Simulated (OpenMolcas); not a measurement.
## How basis sets differ on IF (SMILES FI)

IF: 2 atoms, total charge 0, spin state singlet. As SMILES, `FI`. Geometry: the measured bond length.

```
atom   x (Å)   y (Å)   z (Å)
   F  0.0000  0.0000  0.0000
   I  0.0000  0.0000  1.9098
```

Each level gives the HOMO–LUMO gap (eV). The values are calculated.

```tsv
level	kind	program	value (eV)
B97-D (no dispersion term)/def2-SVP (core potential)	GGA	OpenMolcas	2.36
B97-D (no dispersion term)/def2-SVPD (core potential)	GGA	OpenMolcas	2.27
B97-D (no dispersion term)/def2-TZVP (core potential)	GGA	OpenMolcas	2.33
B97-D (no dispersion term)/def2-TZVPD (core potential)	GGA	OpenMolcas	2.32
B97-D (no dispersion term)/def2-QZVPPD (RICD fitting, core potential)	GGA	OpenMolcas	2.33
```

The values span 2.27 to 2.36 eV. Orbital gaps aren't excitation energies.
